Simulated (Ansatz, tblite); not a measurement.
Removing and adding an electron: B₇P₇H₂₀, a nanocrystal cut from zinc blende BP (hydrogen-capped). Total charge 0; singlet. Geometry: PBE-D4/def2-SVP. Ansatz, gas phase; energy differences of separate SCF runs; the oxidised species was run as a doublet alone; the reduced species was run as a doublet alone.

```tsv
atom	x (Å)	y (Å)	z (Å)
B1	0.028	2.939	0.707
B2	1.322	-1.981	-1.804
B3	-0.465	0.778	-1.667
B4	1.786	0.210	0.607
B5	-0.451	0.595	2.929
B6	-0.942	-1.555	0.545
B7	-2.714	1.165	0.644
P8	2.579	-1.090	-0.593
P9	0.855	1.590	-0.449
P10	-1.289	1.931	1.758
P11	0.415	-0.544	-2.779
P12	-0.043	-2.786	-0.653
P13	-1.784	-0.118	-0.509
P14	0.394	-0.667	1.691
H15	-0.520	3.749	-0.032
H16	0.918	3.385	1.421
H17	1.862	-2.789	-2.540
H18	-0.998	1.626	-2.365
H19	2.647	0.706	1.316
H20	0.450	1.093	3.595
H21	-1.294	-0.035	3.557
H22	-1.770	-2.151	1.215
H23	-3.204	2.012	-0.094
H24	-3.508	0.521	1.320
H25	3.631	-0.542	-1.394
H26	3.309	-2.111	0.095
H27	1.853	2.189	-1.288
H28	-1.922	2.878	2.621
H29	1.366	0.029	-3.682
H30	-0.470	-1.157	-3.722
H31	-0.950	-3.502	-1.499
H32	0.565	-3.887	0.030
H33	-2.711	-0.766	-1.392
H34	1.055	-1.715	2.414
```

The xTB rows come from tblite. Single mean-field runs in def2-TZVP are fitted with def2-universal-jkfit. HOMO above LUMO, or a gap near zero within one spin, warns that the state may not be the lowest or that an electron is smeared out.

```tsv
level	−HOMO (eV)	vertical IE (eV)	−LUMO (eV)	vertical EA (eV)	HOMO–LUMO gap (eV)	IE − EA (eV)	remarks
GFN1-xTB	10.28	12.36	6.05	3.93	4.23	8.43	–
GFN2-xTB	9.25	11.31	6.29	4.58	2.96	6.73	–
PBE-D4/def2-TZVP	5.91	–	2.06	0.32	3.85	–	HOMO above zero (-1 doublet), gap within one spin near zero (-1 doublet)
PBE0-D4/def2-TZVP	6.98	8.43	1.25	0.12	5.73	8.31	HOMO above zero (-1 doublet)
```

Run but left out: PBE-D4/def2-TZVP (charge +1 doublet: an occupied level 0.00 eV above an empty one).   A HOMO above zero means that the electron is unbound at that level or that self-interaction error raises the level; the energy of removing that electron tells which. Raw xTB energy differences between charge states are shifted by several eV; the methods need an empirical correction for them. Sets without diffuse functions give affinities that are too small.
